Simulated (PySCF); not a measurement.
**Magnetisability: `F/C=[CH]/[GaH2]`, C2H4FGa**

Geometry (Å), atoms numbered from 1 in this order:
```xyz
8

F     2.5871    0.1462    0.1275
C     1.3033   -0.1667    0.2632
C     0.3153    0.4767   -0.3644
Ga   -1.5181   -0.0866   -0.0787
H     1.1712   -1.0119    0.9502
H     0.6042    1.3050   -1.0216
H    -1.7512   -1.2970    0.8964
H    -2.7034    0.6436   -0.7978
```

Level of theory: GIAO KT1/def2-SVP magnetisability, rotational g tensor and spin-rotation constants, non-relativistic, gas phase in PySCF. Geometry: PBE0-D3(BJ)/def2-SVP.

The calculation is non-relativistic, which matters for the atoms heavier than Zn.

**Question.** How diamagnetic is it, and how anisotropic?

**Answer.** Isotropic -730 × 10⁻³⁰ J/T², or -44.0 × 10⁻⁶ cm³/mol; principal values -940, -640, -611 × 10⁻³⁰ J/T², anisotropy 315 × 10⁻³⁰ J/T² (root of half the summed squared differences of the principal values). The susceptibility is in cgs units.

**Question.** Split it along the inertial axes a, b, c into diamagnetic and paramagnetic parts about the centre of mass, with the quadrupole moment.

**Answer.** 
```csv
axis,χ (10⁻⁶ cm³/mol),diamagnetic (10⁻⁶ cm³/mol),paramagnetic (10⁻⁶ cm³/mol),summed x² of all electrons (Å²),quadrupole Θ (D Å)
a,-38.3,-106.5,68.2,158.6,-4.84
b,-37.0,-702.8,665.8,18.1,+1.51
c,-56.6,-749.7,693.1,7.0,+3.33
```
Anisotropies 2χaa − χbb − χcc = +17.0 and 2χbb − χaa − χcc = +20.9 × 10⁻⁶ cm³/mol. Θ is traceless in Buckingham's convention.

**Question.** And the rotational g tensor?

**Answer.** 
| axis | rotational constant (GHz) | g | nuclear part | electronic part |
| --- | --- | --- | --- | --- |
| a | 37.3372 | -0.3913 | 0.8046 | -1.1959 |
| b | 1.6379 | -0.0210 | 0.4913 | -0.5123 |
| c | 1.5690 | -0.0065 | 0.5044 | -0.5109 |

Asymmetric top; isotopes 12C, 19F, 69Ga, 1H; no vibrational averaging.
